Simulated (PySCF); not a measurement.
Static response to an electric field

Species: cyclo-(F2GeSe)2.
Structure used (PBE0-D3(BJ)/def2-SVP), in Å, numbered top down from 1:
```
atom  x, y, z in Å
Ge1   -0.445   -1.355    0.368
F2     0.076   -2.347    1.675
F3    -1.638   -2.338   -0.389
Se4   -1.250    0.727    1.068
Ge5    0.479    1.334   -0.388
F6    -0.044    2.323   -1.697
F7     1.674    2.318    0.364
Se8    1.286   -0.748   -1.086
```

Level: CAM-B3LYP/def2-SVPD (PySCF), static field, nuclei fixed, core orbitals frozen in the response. The polarisability tensor in these axes (au):

```
x   101.77  -2.38 -17.97
y    -2.38 111.00   2.33
z   -17.97   2.33  95.85
```

Q: Give the principal values, the mean and the anisotropy Δα = √{½[(α1 − α2)² + (α2 − α3)² + (α1 − α3)²]}.

A: Principal values 80.60, 109.52 and 118.50 au; mean 102.87 au = 15.24 Å³ = 16.96 × 10⁻⁴⁰ C²·m²/J; Δα = 34.30 au (33 % of the mean).

Q: What is the dipole moment?

A: 0.01 D; point group D2h allows none, and the residue is numerical.

Q: What depolarisation ratio follows for Rayleigh scattering of linearly polarised light, taking the static tensor?

A: ρ = 3Δα²/(45ᾱ² + 4Δα²) = 3530.1/(476230 + 4706.8) = 0.00734.

Q: Traceless (Buckingham) quadrupole moment about the centre of nuclear charge: eigenvalues?

A: -11.74, -5.71, 17.45 D·Å. The electronic extent ⟨r²⟩ about the same centre is 2578 bohr², a root-mean-square distance of 2.07 Å for the 168 electrons.

Q: Refractivity n − 1 of an ideal gas of it at 500 K and 1 atm, from the electronic α?

A: N = p/kT = 1.4678 × 10¹⁹ cm⁻³, so n − 1 = 2π × N × 15.24 × 10⁻²⁴ cm³ = 1406 × 10⁻⁶ at long wavelengths.

Q: Estimate the molar refractivity from the static electronic polarisability.

A: Lorentz–Lorenz: R = (4π/3)N_A α = 2.5225 cm³/(mol·Å³) × 15.24 Å³ = 38.5 cm³/mol, in the limit of long wavelengths.

The structure is a single PBE0-D3(BJ)/def2-SVP conformer in the gas phase; no vibrational or solvent corrections. The calculation is non-relativistic, for germanium and selenium too.
